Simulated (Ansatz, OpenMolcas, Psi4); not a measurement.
## InCl3 (SMILES [Cl][In]([Cl])[Cl]): methods side by side

InCl3: 4 atoms, total charge 0, spin state singlet. As SMILES, `[Cl][In]([Cl])[Cl]`. The coordinates come from a PBE0-D4/def2-TZVP relaxation.

Each level gives the vertical energy of the triplet above the singlet (eV). The values are calculated.

| level | kind | program | value (eV) | less CCSD(T)/def2-SVP | CPU time (all runs) |
| --- | --- | --- | --- | --- | --- |
| SVWN5/def2-SVP (core potential) | LDA | Ansatz | 4.16 | -1.61 | 24 s |
| revPBE/def2-SVP (core potential) | GGA | Ansatz | 4.28 | -1.49 | 47 s |
| r2SCAN/def2-SVP (core potential) | meta-GGA | OpenMolcas | 4.64 | -1.13 | 91 s |
| CAM-B3LYP/def2-SVP (core potential) | range-separated hybrid | Ansatz | 5.23 | -0.54 | 53 s |
| RPA@PBE/def2-SVP (core potential) | RPA | Ansatz | 4.20 | -1.57 | 65 s |
| RPA@PBE0/def2-SVP (core potential) | RPA | Ansatz | 5.03 | -0.74 | 1.7 min |
| MP2/def2-SVP (core potential) | perturbation theory | Psi4 | 5.98 | +0.21 | 22 s |
| CCSD(T)/def2-SVP (core potential), open shells restricted | coupled cluster or CI | OpenMolcas | 5.77 | 0.00 | 1.9 min |

CCSD(T)/def2-SVP (core potential), open shells restricted is the highest level here, not the true value. Spin-orbit coupling is left out. The values span 4.16 to 5.98 eV. In the correlated wave-function rows the outer d shell of In is correlated, in sets not made for it. Times are those of the runs behind each value, whatever else they computed, on shared processors of several kinds: orders of magnitude only.
